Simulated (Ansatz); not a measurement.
CH₆N₂OSn. Charge 0, multiplicity 1. Sn takes the def2 core potential. The bonds changed during the relaxation, so this is another structure than the one it started from.

```xyz
11

N    -0.5098   -0.9708    1.2660
C    -1.2674   -0.3591    0.3498
N    -1.0433    0.8094   -0.1597
Sn    0.4903    0.3462   -2.0043
O     1.7009   -0.1538   -0.4049
H    -0.7162   -1.9282    1.4946
H     0.4748   -0.7074    1.2418
H    -2.1351   -0.9160   -0.0065
H    -0.2712    1.2588    0.3338
H     0.9447    2.0743   -1.8850
H     2.3323    0.5466   -0.2255
```

List the harmonic frequencies (cm⁻¹, unscaled) at PBE0-D4/def2-TZVP in Ansatz. (Best estimate.)

Computed: 75, 105, 170, 188, 263, 385, 485, 493, 558, 569, 589, 657, 815, 894, 1092, 1107, 1209, 1370, 1439, 1624, 1654, 1698, 3138, 3448, 3476, 3681, 3889.

Is this a minimum?

Yes, all 27 modes are real.

Give the ideal-gas thermochemistry at 298.15 K and 1 bar (rigid rotor, harmonic oscillator; point group C1, symmetry number 1).

Zero-point energy 209.8 kJ/mol; H(298) − E = 232.4 kJ/mol; entropy 367.1 J/(mol·K), of which translation 173.7, rotation 116.0, vibration 77.4; G(298) − E = 122.9 kJ/mol. Modes under 100 cm⁻¹ are hindered rotations or soft bends, so the harmonic entropy is rough.

Rotational constants (cm⁻¹)?

0.1756, 0.05384, 0.04547.
